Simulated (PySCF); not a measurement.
Zn(H)2 cation (H₂Zn), SMILES [ZnH2] (connectivity only; charge and spin as stated), charge +1, multiplicity 2.

Geometry optimised at TPSSh-D3(BJ)/def2-TZVPD. A frequency run showed that this geometry is not a minimum. The spin state was assumed, not searched. The isomer is the one that the SMILES or the coordinates give; other isomers of the formula were not compared.

Two levels are set side by side: PBE/def2-TZVPD (PySCF) and PBE0/def2-TZVPD (PySCF). Same geometry, gas phase. Differences are taken from unrounded values.

```json
[
 {"quantity": "α-spin orbital gap (eV)", "PBE0": "10.14"},
 {"quantity": "β-spin orbital gap (eV)", "PBE0": "3.50"},
 {"quantity": "mean polarisability (bohr³)", "PBE0": "34.5"}
]
```

Question: What does PBE give, and how far is it from PBE0? (The exact figures need the calculation; the answer reports its results.)

Answer: 
| quantity | PBE | PBE minus PBE0 |
|---|---|---|
| α-spin orbital gap (eV) | 7.66 | -2.48 |
| β-spin orbital gap (eV) | 1.82 | -1.69 |
| mean polarisability (bohr³) | 30.7 | -3.8 |

Rough cost on one machine, each run with all the roots and properties that it gave: PBE0 against PBE within a factor of 2.
